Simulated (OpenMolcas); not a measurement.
## Ni5+, Pd5+, Pt5+: d⁵ down the group

```json
{
  "Program": "OpenMolcas",
  "Method": "SS-CASPT2, IPEA 0.25 Eh, imaginary shift 0.1 Eh",
  "Basis": "ANO-RCC-VTZP",
  "Scalar Hamiltonian": "DKH2, point nucleus",
  "Spin-orbit coupling": "RASSI with atomic mean-field integrals over the reference wave functions, term energies averaged over their components"
}
```

Active space for each ion: 5 electrons in 5 orbitals (d); closed shells correlated by CASPT2: Ni5+ 3s 3p; Pd5+ 4s 4p; Pt5+ 5s 5p.

Computed levels in cm-1 above ⁶S_5/2:

| Level | Ni5+ | Pd5+ | Pt5+ |
| --- | --- | --- | --- |
| ⁴G_7/2 | 43340 | 29210 | 25670 |
| ⁴G_11/2 | 43360 | 29410 | 27470 |
| ⁴G_9/2 | 43380 | 29550 | 28760 |
| ⁴P_1/2 | 48050 | 33170 | 30610 |
| ⁴D_7/2 | 51820 | 34730 | 34640 |
| ⁴D_1/2 | 52050 | 36410 | 40100 |
| ²I_11/2 | 63290 | 42740 | 40860 |
| ²I_13/2 | 63490 | 43830 | 45200 |
| ²F_7/2(1) | 69880 | 50360 | 58260 |
| weight of ⁶S in the lowest level (%) | 100 | 98 | 81 |

Mixed levels, with the weight of the term that names them: Pd5+ ⁴P_1/2 (67 %), Pd5+ ⁴D_1/2 (68 %), Pd5+ ²F_7/2(1) (60 %), Pt5+ ⁴G_7/2 (59 %), Pt5+ ⁴P_1/2 (59 %), Pt5+ ⁴D_7/2 (60 %), Pt5+ ⁴D_1/2 (66 %), Pt5+ ²I_11/2 (70 %), Pt5+ ²F_7/2(1) (61 %).

Measured, with the error of the calculation in %. Measured levels: Ni5+ from Corliss and Sugar, J. Phys. Chem. Ref. Data 10, 197 (1981).

| Level | Ni5+ |
| --- | --- |
| ⁴G_11/2 | 41921 (+3.4) |
| ⁴P_1/2 | 46325 (+3.7) |
| ⁴D_7/2 | 50331 (+3.0) |
| ²I_11/2 | 61196 (+3.4) |
| ²I_13/2 | 61280 (+3.6) |
| ²F_7/2(1) | 67085 (+4.2) |

Without spin-orbit coupling ⁴G lies 43350, 29330, 26660 cm-1 above ⁶S in that order; the difference to the level ⁴G_7/2, of either sign, comes from spin-orbit coupling, which also lowers the zero.

Term energies are means over components that CASPT2 splits; among the terms shown or strongly mixed into the levels shown the widest spread is 290 cm-1 (4d⁵ ⁴F, Pd5+). Measured partners are found by configuration, term and J. A level has none where our copy of the source lacks it or the pairing is in doubt (some pairs that miss far off the trend of their configuration count as doubtful), and it then counts in no deviation. Only configurations of the active space appear.

A number in round brackets counts repeated terms of one configuration in the order of the reference energies.
